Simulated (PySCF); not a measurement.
# Computed vibrations of [Dy(NH3)2]3+

[Dy(NH3)2]3+ (singlet in the valence; each metal's 4f electrons, 9 of them, lie in its core potential, out of spins and levels). PySCF 2.14.0, RKS PBE, Dy lcecp-1-SVP with ECP55, N def2-SVP, H def2-SVP; non-relativistic Hamiltonian with scalar-relativistic core potentials where named; density fitting; no spin-orbit coupling. Central differences of gradients.

```xyz
9

Dy    0.0247    0.2387    0.0001
N    -0.1134   -1.1047    1.9391
H     0.6642   -0.9658    2.6341
H    -0.9703   -0.9569    2.5317
H    -0.1105   -2.1457    1.7990
N    -0.1150   -1.1040   -1.9401
H     0.6810   -1.7712   -2.1043
H    -0.9561   -1.7296   -2.0161
H    -0.1492   -0.5671   -2.8441
```

Run from Python with OMP_NUM_THREADS=2. Where DIIS fails, smearing, a level shift and second-order steps follow.
It took 3 min on 2 threads of Arm Neoverse V1, on a shared host.

Problem. What are the harmonic wavenumbers and infrared intensities?

Solution. Negative numbers are unstable modes, those under 60 cm⁻¹ near the noise; a finer grid moves soft modes by up to 10 cm⁻¹.
```tsv
cm⁻¹	km/mol	symmetry
-29	–	
82	9.5	
85	0.5	
376	0.9	
376	8.7	
661	42.3	
665	2.9	
680	130.4	
695	77.0	
1378	147.8	
1382	82.5	
1535	108.7	
1535	78.4	
1538	37.5	
1538	2.2	
3178	556.1	
3191	97.4	
3235	183.1	
3240	190.8	
3248	206.1	
3253	210.9
```

Problem. Is this a minimum?

Solution. Probably not: 1 unstable, though so soft as to be near the noise; the lowest moves the atoms so:
```
Dy   0.01  0.00  0.00
N   -0.02  0.00 -0.01
H   -0.33  0.40  0.26
H   -0.29 -0.41 -0.30
H    0.55 -0.01  0.03
N   -0.04  0.00  0.01
H   -0.03  0.02 -0.03
H   -0.03 -0.02  0.04
H   -0.09  0.00  0.01
```

An lcecp potential fixes the number of 4f electrons, so in runs with it no electron can move into or out of that shell.
